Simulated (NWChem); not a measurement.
System: CuF; SMILES [Cu][F]

NWChem input:

```
start job
memory heap 200 mb stack 900 mb global 1100 mb
geometry units angstroms noautosym nocenter noautoz
  Cu     0.000000     0.000000    -0.423717
  F      0.000000     0.000000     1.326289
end
basis spherical
  * library def2-svpd
end
dft
  xc pbe0
  iterations 150
  vectors input atomic output neutral.movecs
end
task dft energy
charge 1
dft
  odft
  mult 2
  vectors input atomic output cation.movecs
end
task dft energy
charge -1
dft
  odft
  mult 2
  vectors input atomic output anion.movecs
end
task dft energy
```

Geometry: optimised at PBE0/def2-SVP.

Ions are spin-unrestricted doublets at the neutral geometry; other ion states weren't tried.

Task: Predict the main results of this run. (PBE0/def2-SVPD, vertical spin-unrestricted ions.) Quantities: vertical ionisation energy, ΔSCF (eV); −ε(HOMO) (eV).

Result: 
```
Property                               Value
-------------------------------------  -----
vertical ionisation energy, ΔSCF (eV)  10.41
−ε(HOMO) (eV)                           7.11
```
